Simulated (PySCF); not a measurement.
F2GaHO, SMILES [OH][Ga]([F])[F]. Atoms are numbered in the order given.

```xyz
5

Ga     0.0135    -0.0043     0.0000
F     -1.6928    -0.3423     0.0000
F      1.0924    -1.3583     0.0000
O      0.6316     1.6416     0.0000
H     -0.0667     2.3064     0.0000
```

The structure is a stationary point at PBE0-D3(BJ)/def2-SVP. Other conformers were not sampled.

Computed with KT2/pcSseg-2 (PySCF).

GIAO shieldings, no solvent; atoms listed in one row are averaged. δ = σ(ref) − σ: ¹⁹F against CFCl3 (σ = 125.1 ppm); ¹⁷O against H2O (σ = 324.0 ppm); ¹H against TMS (σ = 31.47 ppm), references at their B3LYP-D3(BJ)/def2-TZVP geometries, non-relativistic.

| nucleus | atoms | count | δ (ppm) |
|---|---|---|---|
| ¹⁹F | F2 | 1 | -207.1 |
| ¹⁹F | F3 | 1 | -227.9 |
| ¹⁷O | O4 | 1 | 44.3 |
| ¹H | H5 | 1 | 2.15 |
